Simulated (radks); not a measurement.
Excited configurations of Mo3+: one electron is placed in a higher orbital outside [Kr] 4d2. The ground configuration is [Kr] 4d3. All-electron calculation, non-relativistic Kohn-Sham, PBE, spin-polarised, spherical densities, point nucleus; open shells are filled with parallel spins first (spin-orbit coupling, left out, can overturn this in heavy ions); relativity is left out, which matters for an element this heavy. Program: a radial shooting solver on a logarithmic mesh with Libxc functionals. Excitation = E - E(ground); binding = E(ion) - E, where the ion is the core of charge +4; n* = 4/sqrt(2 binding) in atomic units, and the quantum defect is n - n*.

| outer orbital | excitation (eV) | binding (eV) | quantum defect | eigenvalue (eV) | <r> (bohr) |
|---|---|---|---|---|---|
| 5d | 22.886 | 18.037 | 1.526 | -15.706 | 3.992 |
| 6s | 23.970 | 16.954 | 2.417 | -15.224 | 5.006 |
| 6f | 33.637 | 7.286 | 0.534 | -6.448 | 9.971 |
| 7s | 30.412 | 10.511 | 2.449 | -9.474 | 8.024 |
| 7p | 31.548 | 9.376 | 2.181 | -8.447 | 8.777 |
| 7d | 33.412 | 7.511 | 1.617 | -6.734 | 10.55 |

The Delta-SCF ionisation energy is 40.923 eV (NIST Atomic Spectra Database: 40.3 eV, semi-empirical). Self-interaction in the functional shifts the binding energies and quantum defects, so they are the method's values and not measured ones. Relativity is left out here, which matters for elements this heavy. Open shells are spherical and high-spin; term and fine-structure splittings are not resolved.
